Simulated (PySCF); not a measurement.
Mg(F)(NMe2) (C₂H₆FMgN), SMILES C[N](C)[Mg][F].

Geometry optimised at B3LYP-D3(BJ)/def2-SVP. The structure was generated by enumeration; whether it is a known compound was not checked. One conformer was computed; it need not be the lowest.

Computed with PBE0/def2-TZVP (PySCF).

Symmetry labels are those of the subgroup C2v that the program uses (full group C2v).

Computed valence orbital energies around the gap with their symmetry:
```csv
orbital,symmetry,energy (eV)
HOMO−7,B2,-12.09
HOMO−6,A1,-10.56
HOMO−5,A2,-10.54
HOMO−4,B2,-10.08
HOMO−3,B2,-9.86
HOMO−2,B1,-9.85
HOMO−1,A1,-8.58
HOMO,B1,-5.70
LUMO,A1,-1.31
LUMO+1,B2,0.21
LUMO+2,B1,0.54
LUMO+3,A1,1.36
```
